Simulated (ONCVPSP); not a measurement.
## Pseudopotential generation for holmium (Ho): ONCV, LDA (Perdew-Wang 92), scalar-relativistic.

The input file (ONCVPSP 4.0.1):

```
# ATOM AND REFERENCE CONFIGURATION
# atsym  z   nc   nv     iexc    psfile
  Ho 67.00    9    5  -001012      upf
#
#   n    l    f
    1    0    2.00
    2    0    2.00
    2    1    6.00
    3    0    2.00
    3    1    6.00
    3    2   10.00
    4    0    2.00
    4    1    6.00
    4    2   10.00
    4    3   11.00
    5    0    2.00
    5    1    6.00
    5    2    0.50
    6    0    1.50
#
# PSEUDOPOTENTIAL AND OPTIMIZATION
# lmax
    3
#
#   l,   rc,      ep,       ncon, nbas, qcut
    0    1.70    0.00    3    7    5.40
    1    2.20    0.00    5    9    5.90
    2    4.00    0.00    4    9    4.50
    3    1.05    0.00    4    8   13.80
#
# LOCAL POTENTIAL
# lloc, lpopt,  rc(5),   dvloc0
    4    5    0.85    4.00
#
# VANDERBILT-KLEINMAN-BYLANDER PROJECTORs
# l, nproj, debl
    0    2    1.20
    1    1    4.00
    2    2    2.80
    3    2    1.10
#
# MODEL CORE CHARGE
# icmod, fcfact, rcfact
    3    4.50    1.75
#
# LOG DERIVATIVE ANALYSIS
# epsh1, epsh2, depsh
   -3.00    5.00    0.02
#
# OUTPUT GRID
# rlmax, drl
    6.00    0.01
#
# TEST CONFIGURATIONS
# ncnf
    4
# nvcnf
#   n    l    f
    5
    4    3   11.00
    5    0    2.00
    5    1    6.00
    5    2    0.00
    6    0    2.00
#
    5
    4    3   11.00
    5    0    2.00
    5    1    6.00
    5    2    0.00
    6    0    1.00
#
    5
    4    3   11.00
    5    0    2.00
    5    1    6.00
    5    2    0.00
    6    0    0.00
#
    5
    4    3   11.00
    5    0    1.00
    5    1    6.00
    5    2    0.00
    6    0    2.00
#
```

Command:

```bash
oncvpsp.x < Ho.dat > Ho.out
```

The program printed (shortened: citation, most of the input echo, consistency checks and plot data are left out):

```
ONCVPSP  (Optimized Norm-Conservinng Vanderbilt PSeudopotential)
scalar-relativistic version 4.0.1

#   n    l    f        energy (Ha)
    1    0    2.00    -2.0377520E+03
    2    0    2.00    -3.4087433E+02
    2    1    6.00    -3.0210056E+02
    3    0    2.00    -7.6101544E+01
    3    1    6.00    -6.4254253E+01
    3    2   10.00    -4.9194555E+01
    4    0    2.00    -1.4998855E+01
    4    1    6.00    -1.1097946E+01
    4    2   10.00    -5.8290100E+00
    4    3   11.00    -1.0866495E-01
    5    0    2.00    -1.8406448E+00
    5    1    6.00    -9.4030758E-01
    5    2    0.50    -3.7934957E-02
    6    0    1.50    -1.4096221E-01

Reference configufation results
  iterations    37
  all-electron total energy (Ha)   -1.26082201D+04

Begin loop to  construct optimized pseudo wave functions
and semi-local pseudopoentials for all angular momenta

Calculating optimized projector #   1

 for l=   0

    Fraction of norm inside rc  0.848313
    Optimizing pswf for qcut=   5.39 a_B^-1,  ecut=  14.55 Ha
    Residual kinetic energy error=  2.50D-04 Ha

    Energy error per electron        Cutoff
         Ha          eV             Ha
         0.01000     0.27211        9.52
         0.00100     0.02721       12.66
         0.00010     0.00272       30.60
         0.00001     0.00027       73.87

Calculating optimized projector #   2

 for l=   0

    Fraction of norm inside rc  0.034882
    Optimizing pswf for qcut=   5.39 a_B^-1,  ecut=  14.55 Ha
    Residual kinetic energy error=  7.24D-05 Ha

    Energy error per electron        Cutoff
         Ha          eV             Ha
         0.01000     0.27211        5.73
         0.00100     0.02721       10.93
         0.00010     0.00272       14.16
         0.00001     0.00027       30.75

Calculating optimized projector #   1

 for l=   1

    Fraction of norm inside rc  0.887784
    Optimizing pswf for qcut=   5.90 a_B^-1,  ecut=  17.39 Ha
    Residual kinetic energy error=  1.34D-05 Ha

    Energy error per electron        Cutoff
         Ha          eV             Ha
         0.01000     0.27211        5.68
         0.00100     0.02721        7.70
         0.00010     0.00272       14.20
         0.00001     0.00027       21.07

   Wellstate for l =  2  n = 10
     eigenvalue =   2.7621
     asymptotic potential =   3.2621
     half-point radius =  7.3037

Calculating optimized projector #   1

 for l=   2

    Fraction of norm inside rc  0.655868
    Optimizing pswf for qcut=   4.50 a_B^-1,  ecut=  10.14 Ha
    Residual kinetic energy error=  3.49D-09 Ha

    Energy error per electron        Cutoff
         Ha          eV             Ha
         0.01000     0.27211        3.98
         0.00100     0.02721        5.47
         0.00010     0.00272        6.67
         0.00001     0.00027        7.71

Calculating optimized projector #   2

 for l=   2

    Fraction of norm inside rc  0.204309
    Optimizing pswf for qcut=   4.50 a_B^-1,  ecut=  10.14 Ha
    Residual kinetic energy error=  2.46D-06 Ha

    Energy error per electron        Cutoff
         Ha          eV             Ha
         0.01000     0.27211        6.72
         0.00100     0.02721        8.16
         0.00010     0.00272        8.89
         0.00001     0.00027        9.66

   Wellstate for l =  3  n =  5
     eigenvalue =   0.9913
     asymptotic potential =   1.4913
     half-point radius =  3.6853

Calculating optimized projector #   1

 for l=   3

    Fraction of norm inside rc  0.750879
    Optimizing pswf for qcut=  13.81 a_B^-1,  ecut=  95.42 Ha
    Residual kinetic energy error=  1.58D-03 Ha

    Energy error per electron        Cutoff
         Ha          eV             Ha
         0.01000     0.27211       85.01
         0.00100     0.02721      114.97
         0.00010     0.00272      258.48

Calculating optimized projector #   2

 for l=   3

    Fraction of norm inside rc  0.051462
    Optimizing pswf for qcut=  13.81 a_B^-1,  ecut=  95.42 Ha
    Residual kinetic energy error=  2.69D-04 Ha

    Energy error per electron        Cutoff
         Ha          eV             Ha
         0.01000     0.27211       75.07
         0.00100     0.02721       88.59
         0.00010     0.00272      112.59
         0.00001     0.00027      190.08

Construct Vanderbilt / Kleinmman-Bylander projectors

B matrix Hermiticity error, ll=   0
   1   2    1.4605E-04

  Orthonormal projector coefficients  1.7846E+01  1.6484E+00

B matrix Hermiticity error, ll=   2
   1   2    8.5219E-05

  Orthonormal projector coefficients  5.9257E+00 -5.2225E-01

B matrix Hermiticity error, ll=   3
   1   2    2.2176E-04

  Orthonormal projector coefficients -2.0606E+01 -8.1588E+00

Model core correction analysis
  based on d2Exc/dn_idn_j

d2excae - all-electron derivatives

   -1.870366D-02   -1.182369D-02   -9.055720D-03   -2.365375D-03
   -1.331796D-03
   -1.182353D-02   -2.331234D-02   -2.053309D-02   -5.260426D-03
   -1.620075D-03
   -9.055580D-03   -2.053306D-02   -2.093135D-02   -8.044041D-03
   -3.243278D-03
   -2.365247D-03   -5.260425D-03   -8.043899D-03   -1.671730D-02
   -1.884782D-02
   -1.331503D-03   -1.620003D-03   -3.242739D-03   -1.884027D-02
   -2.576947D-02

d2excps - pseudofunction derivatives with no core correction

   -3.918260D-02   -1.916910D-02   -1.295811D-02   -2.240495D-03
   -1.860094D-03
   -1.916914D-02   -2.426253D-02   -2.132473D-02   -4.917290D-03
   -1.700198D-03
   -1.295808D-02   -2.132471D-02   -2.161193D-02   -7.951048D-03
   -3.295058D-03
   -2.240356D-03   -4.917260D-03   -7.950841D-03   -1.753177D-02
   -1.915834D-02
   -1.859823D-03   -1.700134D-03   -3.294523D-03   -1.915088D-02
   -2.575625D-02

rms 2nd derivative error    4.741706E-03

rmatch, rhocmatch    0.7849   26.0313

Teter function model core charge with specified parameters

d2excps - pseudofunction derivatives with core correction

   -2.199131D-02   -1.115102D-02   -8.096162D-03   -1.884391D-03
   -1.348733D-03
   -1.115100D-02   -1.556784D-02   -1.483947D-02   -4.162233D-03
   -1.294957D-03
   -8.096099D-03   -1.483938D-02   -1.636120D-02   -7.243470D-03
   -3.029907D-03
   -1.884247D-03   -4.162153D-03   -7.243213D-03   -1.738895D-02
   -1.912961D-02
   -1.348441D-03   -1.294872D-03   -3.029365D-03   -1.912215D-02
   -2.572653D-02

rms 2nd derivative error    2.563790E-03

Pseudoatom total energy -168.275996

Diagnostic tests using Vanderbilt-Kleinman-Bylander pseudopotentials
  1 or more projectors used as specified by nproj input data

   l    rcore       rmatch      e in        delta e   norm test  slope test

   0   1.7081635   1.7600270  -1.8406448   0.0000727   1.0001838   1.0002281
   0   1.7081635   1.7600270  -0.1409622   0.0000016   1.0000218   1.0000385

   1   2.2092385   2.2763157  -0.9403076  -0.0000010   0.9999976   1.0000011

   2   4.0182844   4.1402882  -0.0379350  -0.0000000   0.9999969   0.9999966
   2   4.0182844   4.1402882   2.7620650   0.0000140   1.0000123   1.0000123

   3   1.0521871   1.0841338  -0.1086649   0.0000175   1.0003533   1.0003064
   3   1.0521871   1.0841338   0.9913351  -0.0000120   1.0005895   1.0005895

 Testing for bound ghosts
   n   l    E NL Schr. Eq   E Basis Diag.   E Cutoff

       0                       -6.871424     64.86  WARNING - GHOST(-)
   1   0       -1.840572       -1.840612     64.86
   2   0       -0.140961       -0.027013     64.86

       1                       -1.345300     62.25  WARNING - GHOST(-)
   2   1       -0.940309       -0.940293     62.25

   3   2       -0.037935       -0.037228     27.43

   4   3       -0.108647       -0.099815    351.09

 Testing for highly-localized positive-energy ghosts
       l    <radius>/rc     E Basis Diag.   E Cutoff

       2        0.321280        3.975106     27.43  WARNING - GHOST(+)

Test configuration 0

   n   l     f        eae           eps        diff
   1   0  2.0000-2037.75199895
   2   0  2.0000 -340.87432734
   2   1  6.0000 -302.10055867
   3   0  2.0000  -76.10154383
   3   1  6.0000  -64.25425311
   3   2 10.0000  -49.19455506
   4   0  2.0000  -14.99885492
   4   1  6.0000  -11.09794591
   4   2 10.0000   -5.82900996
   4   3 11.0000   -0.10866495   -0.10864744    1.75D-05
   5   0  2.0000   -1.84064478   -1.84057204    7.27D-05
   5   1  6.0000   -0.94030758   -0.94030862   -1.05D-06
   5   2  0.5000   -0.03793496   -0.03793498   -2.40D-08
   6   0  1.5000   -0.14096221   -0.14096064    1.57D-06

    Total energies and differences
      AE_ref= -1.26082201D+04  AE_tst= -1.26082201D+04  dif=  0.00D+00
      PS_ref= -1.68275996D+02  PS_tst= -1.68275996D+02  dif=  0.00D+00
      PSP excitation error=  0.00D+00

Test configuration 1

   n   l     f        eae           eps        diff
   1   0  2.0000-2037.76526043
   2   0  2.0000 -340.88858056
   2   1  6.0000 -302.11479225
   3   0  2.0000  -76.11526469
   3   1  6.0000  -64.26798218
   3   2 10.0000  -49.20841192
   4   0  2.0000  -15.01294586
   4   1  6.0000  -11.11216368
   4   2 10.0000   -5.84347317
   4   3 11.0000   -0.12351623   -0.12050202    3.01D-03
   5   0  2.0000   -1.85706143   -1.85526868    1.79D-03
   5   1  6.0000   -0.95563991   -0.95463885    1.00D-03
   6   0  2.0000   -0.14481748   -0.14479386    2.36D-05

    Total energies and differences
      AE_ref= -1.26082201D+04  AE_tst= -1.26082707D+04  dif= -5.06D-02
      PS_ref= -1.68275996D+02  PS_tst= -1.68326978D+02  dif= -5.10D-02
      PSP excitation error=  4.00D-04

Test configuration 2

   n   l     f        eae           eps        diff
   1   0  2.0000-2038.00829892
   2   0  2.0000 -341.13057042
   2   1  6.0000 -302.35691782
   3   0  2.0000  -76.35589093
   3   1  6.0000  -64.50863609
   3   2 10.0000  -49.44919471
   4   0  2.0000  -15.25415968
   4   1  6.0000  -11.35358723
   4   2 10.0000   -6.08519938
   4   3 11.0000   -0.36571770   -0.36181549    3.90D-03
   5   0  2.0000   -2.10185733   -2.09928832    2.57D-03
   5   1  6.0000   -1.19960547   -1.19814629    1.46D-03
   6   0  1.0000   -0.33890062   -0.33875311    1.48D-04

    Total energies and differences
      AE_ref= -1.26082201D+04  AE_tst= -1.26080304D+04  dif=  1.90D-01
      PS_ref= -1.68275996D+02  PS_tst= -1.68087255D+02  dif=  1.89D-01
      PSP excitation error=  1.04D-03

Test configuration 3

psatom: WARNING lschvkbb convergence error n,l,iter=   3   2   3
ea(ii),et,emin,emax -3.793498E-02 -4.172848E-02 -4.172848E-02 -4.172848E-02
run_config: WARNING for fully non-local PS atom, stg. 1
 WARNING no output for configuration 4

Test configuration 4

psatom: WARNING lschvkbb convergence error n,l,iter=   3   2   5
ea(ii),et,emin,emax -4.543875E-02 -4.998262E-02 -4.998262E-02 -4.998262E-02
run_config: WARNING for fully non-local PS atom, stg. 1
 WARNING no output for configuration 5
```

Note: ghosts flagged at negative energy: s at -187.0 eV, p at -36.6 eV; GHOST(+) flagged for d at 108.2 eV. A true bound ghost makes a file unfit for plane-wave use.

The run took about 6 s on one core of a shared server CPU.
